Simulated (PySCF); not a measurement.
CH4NO, SMILES NC=[OH+], charge +1. Coordinates come from a PBE-D3(BJ)/def2-TZVP optimisation. The isomer is the one that the SMILES or the coordinates give; other isomers of the formula were not compared. One conformer was computed; it need not be the lowest.

Computed equilibrium geometry at PBE-D3(BJ)/def2-TZVP (PySCF confirms it by a frequency run) as bond lengths and angles, and its point group (one conformer of several):
point group Cs.
Atoms: N1 C2 O3 H4 H5 H6 H7. Bond lengths (Å): N1–C2 1.303, N1–H4 1.022, N1–H5 1.021, C2–O3 1.292, C2–H6 1.094, O3–H7 0.984. Bond angles (°): C2–N1–H4 123.7, C2–N1–H5 119.5, H4–N1–H5 116.8, N1–C2–O3 126.8, N1–C2–H6 119.1, O3–C2–H6 114.1, C2–O3–H7 115.8.
Charge +1, spin multiplicity 1.
